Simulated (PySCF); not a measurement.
Compound: C₃H₂F₆.
Z-matrix (Å and degrees, PBE0-D3(BJ)/def2-TZVP geometry), rows numbered from 1:
```
F 
C   1  1.3648
C   2  1.5173  1  110.84
F   3  1.3508  2  107.10  1  -177.28
F   3  1.3432  2  110.63  1   -59.25
C   3  1.5453  2  115.41  1    63.43
F   6  1.3252  3  111.01  2   -65.82
F   6  1.3333  3  109.59  2    54.23
F   6  1.3265  3  110.27  2   173.62
H   2  1.0920  1  109.69  3   121.02
H   2  1.0933  1  109.58  3  -118.01
```

Jobs on this species (11 atoms, 74 electrons) with PySCF (density fitting). Hardware of each: one thread, Arm Neoverse V2 (aarch64), no GPU, shared host. Other jobs ran on the host; a repeat could differ by tens of per cent or more. Peak memory is the resident size of the whole Python process, interpreter and libraries included.

```tsv
level and settings	work	basis functions	SCF cycles	wall time	peak memory
WP04/pcSseg-2, IEF-PCM chloroform	shieldings	352	?	?	?
wB97X-D/pcSseg-2, IEF-PCM chloroform	shieldings	352	?	?	?
B97-2/pcSseg-2	shieldings	352	14	64 s	1.4 GiB
PBE0/pcSseg-2	shieldings, charges and field gradients	352	13	66 s	1.5 GiB
KT3/pcSseg-2	shieldings	352	15	72 s	1.2 GiB
wB97X-D/pcSseg-2	shieldings	352	14	85 s	1.6 GiB
PBE0-D3(BJ)/def2-TZVP, grid level 2	geometry optimisation from a GFN2-xTB start shaken at random	291	81	8.0 min	1.7 GiB
```

Fill in the missing figures.

- WP04/pcSseg-2, IEF-PCM chloroform; shieldings: 67 s, 1.5 GiB, 14 SCF cycles
- wB97X-D/pcSseg-2, IEF-PCM chloroform; shieldings: 86 s, 1.7 GiB, 14 SCF cycles

What do all jobs in the table cost together?

About 15 min; the longest takes about 52 % of that, and about 7.5 times as long as the shortest.
